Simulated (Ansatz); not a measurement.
C3H7BO can be A, `CC1CB1O`, or B, `BCC(C)=O`.

Isolated molecules relaxed with PBE0-D4/def2-TZVP in Ansatz; ΔE leaves out vibrations. CCSD(T)/CBS adds triple-zeta CCSD(T) − MP2 to the extrapolated MP2 energy (def2 sets, frozen cores). Functionals use def2-TZVPP. B3LYP here is the variant with VWN-RPA as its local correlation; programs differ in this. One conformer a species, not always the lowest.

A:

Z-matrix (Å, degrees):
```
C
C 1 1.509
H 1 1.095 2 111.6
H 1 1.093 2 111.2 3 120.7
H 1 1.094 2 111.3 3 -120.0
C 2 1.576 1 118.5 3 76.1
B 2 1.517 1 123.7 3 146.0
H 2 1.089 1 113.8 3 -59.9
H 6 1.086 2 116.7 1 -132.6
H 6 1.088 2 115.8 1 3.3
O 7 1.341 2 147.4 1 71.0
H 11 0.962 7 112.9 2 -177.2
```

B:

```xyz
12

B    -1.7142    0.4274    0.3111
C    -0.2503    0.9566    0.2836
C     0.6827    0.2205   -0.6388
C     1.1473   -1.1414   -0.1980
O     1.0287    0.7060   -1.6874
H    -2.5992    1.1482    0.6657
H    -1.9660   -0.7111    0.0408
H     0.0504    0.7808    1.3340
H    -0.1901    2.0322    0.1078
H     1.6422   -1.6522   -1.0217
H     0.3138   -1.7419    0.1736
H     1.8547   -1.0253    0.6294
```

Problem. Which is lower in electronic energy at CCSD(T)/CBS, and by how much? (An estimate is asked.)

Solution. Ansatz gave: A, by 20.0 kcal/mol.

Problem. Give E(B) − E(A) in kcal/mol with BLYP-D4, HF/def2-TZVPP, PBE0-D4, PBE-D4, CCSD(T)/def2-TZVPP, LDA (SPW92), B3LYP-D4. (An estimate is asked.)

Solution. Computed: BLYP-D4 16.1, HF/def2-TZVPP 12.2, PBE0-D4 22.3, PBE-D4 21.1, CCSD(T)/def2-TZVPP 19.2, LDA (SPW92) 27.2, B3LYP-D4 17.9. None reverses the order clearly.

Problem. Does the order hold for the free energy at 298.15 K (harmonic terms from PBE0-D4)? (An estimate is asked.)

Solution. The calculation gave: Yes: G(B) − G(A) = +16.0 kcal/mol, for one conformer each.

Largest T1 diagnostic: 0.014.

From PBE to PBE0 (25 % exact exchange), in def2-TZVPP and without D4, E(B) − E(A) moves by +1.2 kcal/mol. Leaving LDA and LC-ωPBE aside and taking each functional with its dispersion term where it has one, the values, not all of them listed here, spread over 6.4 kcal/mol, from BLYP-D4 to PBE-QIDH. LDA lies +5.9 kcal/mol from PBE without D4.
